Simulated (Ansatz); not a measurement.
The cluster Au3⁺. Total charge 1; singlet. Geometry PBE0-D4/def2-TZVP; atoms count from 1.

Cartesian coordinates in Å:
```
Au 0.664 0.048 1.371
Au 0.767 -0.545 -1.199
Au -1.431 0.497 -0.172
```

In the def2 sets Au takes a core potential; there is no spin–orbit coupling. The structure comes from a short search, and lower isomers may exist.

Estimate the Mulliken populations from the PBE0/def2-TZVP orbitals of Ansatz.


```
atom  charge (e)  d electrons
 Au1        0.33         9.87
 Au2        0.33         9.87
 Au3        0.33         9.87
```
Mulliken values depend strongly on the basis.

And the Mayer bond orders between heavy atoms (over 0.3)?

Au1–Au2 0.61 (2.64 Å); Au1–Au3 0.61 (2.64 Å); Au2–Au3 0.61 (2.64 Å).
